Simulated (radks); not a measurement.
The nuclear charge of the platinum ion Pt+ is varied continuously with 77 electrons held in [Xe] 4f14 5d9. Method: scalar-relativistic Kohn-Sham, LDA (Slater exchange, Perdew-Wang correlation), spin-polarised, spherical densities, finite nucleus; open shells are filled with parallel spins first (spin-orbit coupling, left out, can overturn this in heavy ions); Fermi nuclear charge, rms radius 5.427 fm; computed with a radial shooting solver on a logarithmic mesh with Libxc functionals. By the Hellmann-Feynman theorem dE/dZ = E(electron-nucleus)/Z, the electronic potential at the nucleus (averaged over a nucleus of fixed radius). The scalar-relativistic energy here is not variational (the density holds large components alone), so the two differ by a part that grows with Z.

| Z | E (hartree) | E(electron-nucleus)/Z (hartree) | HOMO | e(HOMO) (eV) | <r> HOMO (bohr) |
|---|---|---|---|---|---|
| 77.5 | -18105.0682 | -580.052 | 5d | -8.739 | 1.753 |
| 78 | -18399.0712 | -585.863 | 5d | -14.311 | 1.652 |
| 78.5 | -18696.0455 | -591.686 | 5d | -20.530 | 1.570 |
| 79 | -18995.9989 | -597.523 | 5d | -27.323 | 1.500 |

The central difference of E at Z = 78 is -590.977 hartree, to compare with the third column; the second derivative is -11.9 hartree.
